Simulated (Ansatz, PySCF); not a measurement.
W(NH)(S)(NH2)2 (H5N3SW), SMILES [NH2][W]([NH2])(=[S])=[NH], multiplicity 1. Atoms are numbered in the order given.

```xyz
10

W     -0.0897     0.0157     0.0000
N     -0.9559     1.5327     0.0000
H     -0.9879     2.5492     0.0000
S      2.0579     0.1944     0.0000
N     -0.6603    -0.9110    -1.6111
H     -0.1456    -1.6803    -2.0302
H     -1.4699    -0.6593    -2.1684
N     -0.6603    -0.9110     1.6111
H     -1.4699    -0.6594     2.1684
H     -0.1456    -1.6803     2.0302
```
Charge 0, spin multiplicity 1.

Coordinates come from a PBE0-D3(BJ)/def2-SVP optimisation. The multiplicity is an assumed one; no other spin state was optimised. The structure was generated by enumeration; whether it is a known compound was not checked. The def2 effective core potentials stand for the cores of W; spin–orbit coupling is left out. One conformer was computed; it need not be the lowest.

Two levels are set side by side: PBE-D3(BJ)/def2-SVP (Ansatz, a quantum-chemistry and plane-wave program) and PBE0-D3(BJ)/def2-SVP (Ansatz). Each level has its own optimised geometry; the coordinates shown are those of the second. Frequencies come from the Hessian of PySCF at each geometry. Differences are taken from unrounded values.

```tsv
quantity	PBE0-D3(BJ)	PBE-D3(BJ)	PBE-D3(BJ) minus PBE0-D3(BJ)
mean bond length (Å)	1.430	1.442	0.013
bond W1–N2 (Å)	1.747	1.768	0.022
bond W1–S4 (Å)	2.155	2.174	0.019
bond W1–N5 (Å)	1.944	1.959	0.014
bond W1–N8 (Å)	1.944	1.959	0.014
bond N2–H3 (Å)	1.017	1.027	0.010
bond N5–H6 (Å)	1.016	1.025	0.009
bond N5–H7 (Å)	1.015	1.023	0.009
bond N8–H9 (Å)	1.015	1.023	0.009
bond N8–H10 (Å)	1.016	1.025	0.009
highest harmonic wavenumber (cm⁻¹)	3702	3582	-120
mean harmonic wavenumber (cm⁻¹)	1221	1177	-45
zero-point energy (kcal/mol)	41.90	40.37	-1.53
```

GGA bonds tend to be longer and softer than those of functionals with exact exchange. Differences between two approximate levels are no errors against the true value.
